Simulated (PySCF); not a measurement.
SMILES BCBr at its PBE0/def2-SVP optimised geometry (Å):

```
7

B      0.8899    -0.3220     0.0000
C     -0.6654    -0.3220     0.0000
Br    -1.5551     1.4043     0.0000
H      1.5551     0.6835    -0.0002
H      1.4336    -1.4043     0.0000
H     -1.0338    -0.8838     0.8756
H     -1.0335    -0.8835    -0.8759
```

Computed with PBE0/def2-TZVP run with PySCF.

Map of the log10 of the electron density (e/bohr³), floored at −4 on the plane z = 1.5 Å:

```
|                           |
|                           |
|      ..::..               |
|    .:-----::.             |
|   .:-=++++=-:.            |
|  .:=+*****+=-:            |
|  :-+*##%##*+=:.           |
| .-=+#%%%%%#+=-:....       |
| .-=*#%@@@%#*=-:::::.      |
| .-+*#%@@%%#*=------:.     |
| .-=*#%%%%#*+=======-:.    |
| .:=+*#####*++==+++=-:.    |
|  .-=+**###**++++++==:.    |
|   :-=+**####**++++=-:.    |
|    :-=*#%@%##*++++=-:.    |
|    .:=*%@@@%#*++++=-:.    |
|     :=*%@@@%#*++++=-:.    |
|     :=*#%@%#*+++++=-:.    |
|     .-+*###*+======-:     |
|      :-=+++=---===-:.     |
|       :----:::::--:.      |
|         ...   .....       |
|                           |
|                           |
|                           |
|                           |
|                           |
```
Scale: ten equal steps from -4.00 (start of ' ') to -1.62 (end of '@'), in the order ' .:-=+*#%@'; x runs from -4.00 to 4.00, y from -4.00 (bottom) to 4.00 (top).
